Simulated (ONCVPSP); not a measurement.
# Reading a pseudo-wave (Ca)

Columns: radius, all-electron u(r) and pseudo u(r) of the 3s shell (level -53.99 eV) of calcium in the configuration [Ne] 3s2 3p6 4s1; PBE, scalar-relativistic, ONCV scheme, ONCVPSP 4.0.1.

```json
{"r (bohr)": "0.100", "all-electron": "0.0080", "pseudo": "0.1349"}
{"r (bohr)": "0.200", "all-electron": "-0.4790", "pseudo": "0.2687"}
{"r (bohr)": "0.300", "all-electron": "-0.4798", "pseudo": "0.3998"}
{"r (bohr)": "0.400", "all-electron": "-0.1870", "pseudo": "0.5256"}
{"r (bohr)": "0.500", "all-electron": "0.1838", "pseudo": "0.6426"}
{"r (bohr)": "0.600", "all-electron": "0.5164", "pseudo": "0.7464"}
{"r (bohr)": "0.700", "all-electron": "0.7669", "pseudo": "0.8323"}
{"r (bohr)": "0.800", "all-electron": "0.9297", "pseudo": "0.8964"}
{"r (bohr)": "0.900", "all-electron": "1.0138", "pseudo": "0.9358"}
{"r (bohr)": "1.000", "all-electron": "1.0361", "pseudo": "0.9494"}
{"r (bohr)": "1.100", "all-electron": "1.0134", "pseudo": "0.9380"}
{"r (bohr)": "1.200", "all-electron": "0.9606", "pseudo": "0.9044"}
{"r (bohr)": "1.300", "all-electron": "0.8898", "pseudo": "0.8528"}
{"r (bohr)": "1.400", "all-electron": "0.8097", "pseudo": "0.7881"}
{"r (bohr)": "1.500", "all-electron": "0.7267", "pseudo": "0.7157"}
{"r (bohr)": "1.600", "all-electron": "0.6450", "pseudo": "0.6403"}
{"r (bohr)": "1.700", "all-electron": "0.5675", "pseudo": "0.5659"}
{"r (bohr)": "1.800", "all-electron": "0.4956", "pseudo": "0.4952"}
{"r (bohr)": "1.900", "all-electron": "0.4303", "pseudo": "0.4302"}
{"r (bohr)": "2.000", "all-electron": "0.3717", "pseudo": "0.3716"}
{"r (bohr)": "2.100", "all-electron": "0.3197", "pseudo": "0.3197"}
{"r (bohr)": "2.200", "all-electron": "0.2740", "pseudo": "0.2740"}
{"r (bohr)": "2.300", "all-electron": "0.2341", "pseudo": "0.2341"}
{"r (bohr)": "2.400", "all-electron": "0.1995", "pseudo": "0.1995"}
{"r (bohr)": "2.500", "all-electron": "0.1696", "pseudo": "0.1696"}
{"r (bohr)": "2.600", "all-electron": "0.1438", "pseudo": "0.1438"}
```

Q: How many radial nodes do the two functions have?

A: The all-electron 3s function has n − l − 1 = 2; the pseudo-wave has 0, since the states of the same l below it are removed with the core.

Q: At about which radius was the pseudo-wave matched?

A: 2.00 bohr. The columns agree to 0.0005 from 1.80 bohr on; several derivatives are matched, so the curves merge somewhat inside the radius.

Q: Is the pseudo-wave norm-conserving?

A: Yes: the ONCV scheme keeps the norm inside the radius equal to the all-electron one, which fixes the energy derivative of the logarithmic derivative at the level.
